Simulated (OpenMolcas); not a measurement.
## C2H7BO (SMILES CBOC): the HOMO–LUMO gap, rung by rung

C2H7BO: 11 atoms, total charge 0, spin state singlet. As SMILES, `CBOC`. The coordinates come from a PBE0-D4/def2-TZVP relaxation. This is one conformer, not always the lowest.

Quantity: the HOMO–LUMO gap, in eV. The values are calculated.

```json
{"level": "HF/cc-pVDZ", "kind": "Hartree–Fock", "program": "OpenMolcas", "value (eV)": "16.13"}
{"level": "SVWN5/cc-pVDZ", "kind": "LDA", "program": "OpenMolcas", "value (eV)": "6.05"}
{"level": "PBE/cc-pVDZ", "kind": "GGA", "program": "OpenMolcas", "value (eV)": "6.21"}
{"level": "M06-L/cc-pVDZ", "kind": "meta-GGA", "program": "OpenMolcas", "value (eV)": "7.00"}
{"level": "B3LYP/cc-pVDZ", "kind": "global hybrid", "program": "OpenMolcas", "value (eV)": "8.29"}
{"level": "BHLYP/cc-pVDZ", "kind": "global hybrid", "program": "OpenMolcas", "value (eV)": "11.28"}
{"level": "M06-2X/cc-pVDZ", "kind": "hybrid meta-GGA", "program": "OpenMolcas", "value (eV)": "11.11"}
{"level": "B2PLYP/cc-pVDZ", "kind": "double hybrid", "program": "OpenMolcas", "value (eV)": "11.57"}
```

The values span 6.05 to 16.13 eV. Orbital gaps aren't excitation energies, and those of double hybrids come from the SCF part alone; they tend to grow with the share of exact exchange.
